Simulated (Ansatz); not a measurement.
A structure relaxed at PBE-D4/def2-SVP in Ansatz, charge 0, singlet:

Cartesian coordinates in Å:
```
F -2.7537 1.1100 2.6433
F 0.0310 -0.4823 2.8475
Hg -0.5357 2.6985 -2.8788
Hg 2.8668 1.1816 -2.7654
Hg 1.5685 3.2561 -0.3325
Hg 2.7200 -0.2851 0.4796
Hg -2.3274 -0.6687 3.6392
Hg -1.5918 0.6889 0.4151
Hg -0.1400 -2.8552 2.0871
Hg -2.9771 -0.1379 -2.6986
Hg 0.4661 -1.7716 -1.9421
Hg 2.9729 -0.9988 3.7216
Te 1.7830 4.1999 -2.9839
Te 0.6189 0.0551 -4.0163
Te 4.7679 1.0782 -0.8113
Te -3.0424 2.3757 -1.6795
Te 0.7645 1.5313 1.6674
Te 1.8223 -3.0086 0.1467
Te -1.8135 -3.1834 4.2694
Te -2.7558 -2.0134 0.4377
Te -2.4448 -2.7701 -2.2463
```

(1) Give its formula.

(2) Summarise the bond lengths by kind (pairs closer than 1.2 times the sum of covalent radii, bridged metal pairs left out).

Answers

(1) Hg₁₀Te₉F₂.

(2) 23 × Hg–Te 2.64 to 3.21 Å; 1 × Te–Te 2.81 Å; 1 × F–Hg 2.08 Å.

In the def2 sets Hg, Te take a core potential; there is no spin–orbit coupling. Single mean-field runs in def2-SVP are fitted with def2-universal-jkfit. Another isomer (singlet) lies 0.57 eV lower at PBE0-D4/def2-TZVP; other spin states weren't run for this one.
